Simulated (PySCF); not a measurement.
# How methods differ on the excitation energy of N⁺

N⁺ [He] 2s2 2p2 (3P) → N⁺ [He] 2s1 2p2 3s1 (5P), as a difference of total energies. Computed with PySCF 2.14 in aug-cc-pwCVTZ (7s6p4d2f, 59 functions), with the non-relativistic Hamiltonian (point nucleus). Correlated levels: valence: 1s2 frozen; valence and next inner shell: nothing frozen. The calculations carry no spin-orbit coupling.

| method | excitation energy (eV) |
| --- | --- |
| UHF | 23.362 |
| LDA | 25.124 |
| PBE | 25.035 |
| PBE0 | 25.004 |
| r2SCAN | 24.774 |
| wB97X | 25.089 |
| TPSS | 25.423 |
| wB97M-V | 25.334 |
| PBEsol | 24.928 |
| MP2 (valence) | 24.911 |
| SCS-MP2 (valence) | 25.323 |
| MP2 (valence and next inner shell) | 24.941 |
| SCS-MP2 (valence and next inner shell) | 25.343 |

Task: How much does correlation contribute at MP2 (valence and next inner shell)?

Result: 24.941 − (23.362) = 1.579 eV, measured against UHF.

The promoted electron is Rydberg-like, and one or two diffuse shells describe it only roughly, which tends to raise the upper state.
